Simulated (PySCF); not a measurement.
Screening by computed properties: pick the candidate that meets the target.

All species are isolated and taken at one optimised geometry, non-relativistic unless stated; the electronic structure was computed with PySCF and density fitting.

Dipoles, sizes and rotational constants follow the conformer. The torsions of the flexible species, by atom-mapped SMILES:
- `[F:1][C@H:2]([Cl:3])[C:4]([F:5])([F:6])[F:7]`: F1–C2–C4–F5 61°
- `[CH3:1][O:2][Al@@H-:3]([NH3+:4])[CH2:5][SiH3:6]`: C1–O2–Al3–N4 -169°, O2–Al3–C5–Si6 -100°
- `[CH3:1][N+:2]([CH3:3])([CH3:4])[BH2-:5][Br:6]`: C1–N2–B5–Br6 180°

**Question.** Wanted: lowest singlet excitation above 6.4 eV (TDDFT CAM-B3LYP/def2-SVPD) and vertical ionisation energy above 9.2 eV (ΔSCF CAM-B3LYP/def2-SVPD), at PBE0-D3(BJ)/def2-SVP geometries. Which candidate meets both?
A. `[CH3][Ti]([CH3])([CH3])[NH2]`
B. `[CH2]([SiH3])[Al@@H-]([O]C)[NH3+]`
C. `Cl[C@@H](F)C(F)(F)F`
D. `C[N+](C)(C)[BH2-]Br`

**Answer.** C. Computed values:
```csv
species,lowest singlet excitation,vertical ionisation energy
[CH3][Ti]([CH3])([CH3])[NH2],3.71 eV,9.29 eV
[CH2]([SiH3])[Al@@H-]([O]C)[NH3+],6.09 eV,8.88 eV
C[N+](C)(C)[BH2-]Br,6.62 eV,9.12 eV
Cl[C@@H](F)C(F)(F)F,7.61 eV,12.35 eV
```
